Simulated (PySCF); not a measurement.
AlClFHS, SMILES [SH][Al]([Cl])[F]. Geometry optimised at B3LYP-D3(BJ)/def2-SVP. The values are those of a single conformer.

Calculation: B3LYP-D3(BJ)/def2-SVP (PySCF).

Harmonic wavenumbers (cm⁻¹): 133, 199, 220, 258, 416, 618, 663, 895, 2662. Rotational constants (GHz): 4.480, 2.126, 1.442; symmetry number 1.

Q: Work out the zero-point energy and the ideal-gas rigid-rotor harmonic-oscillator thermochemistry at 298.15 K and 1 atm.

A: ZPE = ½ Σ hcν = ½ × 6063 cm⁻¹ = 8.67 kcal/mol. H − E(el) = 12.84 kcal/mol. Entropy in cal/(mol K): translation 40.12, rotation 27.55, vibration 10.50, total 78.18. G − E(el) = -10.47 kcal/mol. Cp = 19.11 cal/(mol K). Modes under 150 cm⁻¹ make the vibrational entropy uncertain.
